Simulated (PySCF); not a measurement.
Unknown compound

Molecular formula: C$_{4}$H$_{6}$FNSi. Simulated spectra:

¹H NMR (500 MHz, computed): δ 4.58 (m, 1H), 4.53 (m, 1H), 2.41 (m, 2H), 2.39 (m, 2H).

¹³C{¹H} NMR (computed): δ 124.9 (C), 85.2 (C), 28.0 (CH2).

Computational details: GFN2-xTB geometry, shieldings: GIAO PBE0/pcSseg-1, in PySCF 2.14 (no relativistic terms, one conformer, equivalent nuclei averaged, in vacuum).

Scale: TMS for ¹H (σ = 31.72 ppm), ¹³C (σ = 186.93 ppm) (reference shieldings calculated alike).

Problem. Choose the structure that fits.
A. N#CC1(F)C[SiH2]C1
B. C#C/C=C\[Si@@H](N)F
C. C#C/C(F)=C/[SiH2]N

Solution. A. 

1. The formula gives 3 degrees of unsaturation (1 ring in the answer).
2. 3 carbon signals for 4 carbons: some carbons are equivalent by symmetry or fast rotation.
3. Carbon types of the structure: 2 × C, 2 × CH2, leaving 2 H on heteroatoms.
4. δC 124.9: nitrile carbon; C≡N carbons fall here, among the sp2 signals but without a proton.
5. δC 85.2: fully substituted sp3 carbon bonded to F, α to a nitrile; deshielded by the electronegative neighbour.
6. δC 28.0: sp3 CH2 bonded to Si.
7. δH 4.58, 4.53: hydrogen on a silicon bonded to 2 C, in a 4-membered ring.
8. δH 2.41, 2.39: hydrogen on an sp3 CH2 bonded to Si.

The others: C#C/C=C\[Si@@H](N)F would give 4 carbon signals, not 3; C#C/C(F)=C/[SiH2]N would give 4 carbon signals, not 3.

Splittings by ¹⁹F in the carbon and heteronuclear signals aren't shown, as no couplings were computed. Shifts are as computed. Against solution values, carbons near 30 ppm lie about +3 ppm off and those near 130 ppm about +5 ppm. Of 1309 compounds with measured shifts, 239 miss one by over three times the rms of a fit or turn the order of signals round; such compounds aren't used in these exercises. Multiplicities follow the n + 1 count of equivalent neighbours, as no J values were calculated; m marks all less simple cases, F and P coupling included.
